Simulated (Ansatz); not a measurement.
Species: sum formula Si₂N₂H₈ (charge 0, singlet). 
Structure (B3LYP-D3(BJ)/def2-TZVP (Ansatz, a quantum-chemistry and plane-wave program) minimum search):
```
N
H 1 1.0124
Si 1 1.7254 2 114.62
N 3 1.7156 1 110.03 2 -51.02
H 4 1.0070 3 120.75 1 145.34
H 4 1.0075 5 111.95 3 -155.47
Si 1 1.7293 2 115.45 3 175.96
H 7 1.4791 1 108.40 2 160.13
H 7 1.4836 8 110.01 1 119.63
H 3 1.4836 4 103.92 5 22.74
H 3 1.4838 10 108.95 4 124.54
H 7 1.4856 8 108.21 9 116.86
```

Property: vertical ionisation energy (to the doublet state of charge +1; each state is the SCF solution reached for its spin), in eV. Correlated levels leave the core frozen unless marked. UHF or UKS for open shells. No spin-orbit coupling. Non-relativistic. CBS(X,Y): correlation extrapolated as X^-3; Hartree-Fock from the larger set. The bracket is a focal-point correction in the basis named.

```csv
level,program,vertical ionisation energy (eV),minus last row
HF/aug-cc-pV(D+d)Z,Ansatz,8.50,-1.35
HF/aug-cc-pV(T+d)Z,Ansatz,8.53,-1.32
HF/aug-cc-pV(Q+d)Z,Ansatz,8.53,-1.32
PBE/def2-TZVPD,Ansatz,8.81,-1.04
r2SCAN/def2-TZVPD,Ansatz,8.98,-0.87
B3LYP/def2-TZVPD,Ansatz,9.21,-0.64
BHLYP/def2-TZVPD,Ansatz,9.45,-0.40
wB97X-V/def2-TZVPD,Ansatz,9.63,-0.22
B2PLYP/def2-TZVPD,Ansatz,9.56,-0.29
MP2/aug-cc-pV(D+d)Z,Ansatz,9.92,0.07
MP2/aug-cc-pV(T+d)Z,Ansatz,10.10,0.25
RI-MP2/aug-cc-pV(T+d)Z,Ansatz,10.10,0.25
RI-MP2/aug-cc-pV(Q+d)Z,Ansatz,10.16,0.31
"RI-MP2/CBS(aug-cc-pV(T+d)Z,aug-cc-pV(Q+d)Z)",Ansatz,10.20,0.35
SCS-MP2/aug-cc-pV(D+d)Z,Ansatz,9.84,-0.01
SCS-MP2/aug-cc-pV(T+d)Z,Ansatz,10.02,0.17
CCSD/aug-cc-pV(D+d)Z,Ansatz,9.56,-0.29
CCSD/aug-cc-pV(T+d)Z,Ansatz,9.69,-0.16
CCSD(T)/aug-cc-pV(T+d)Z,Ansatz,9.74,-0.11
"RI-MP2/CBS(aug-cc-pV(T+d)Z,aug-cc-pV(Q+d)Z)+[CCSD(T)-MP2]/aug-cc-pV(D+d)Z",Ansatz,9.86,0.01
"RI-MP2/CBS(aug-cc-pV(T+d)Z,aug-cc-pV(Q+d)Z)+[CCSD(T)-MP2]/aug-cc-pV(T+d)Z",Ansatz,9.85,0.00
```
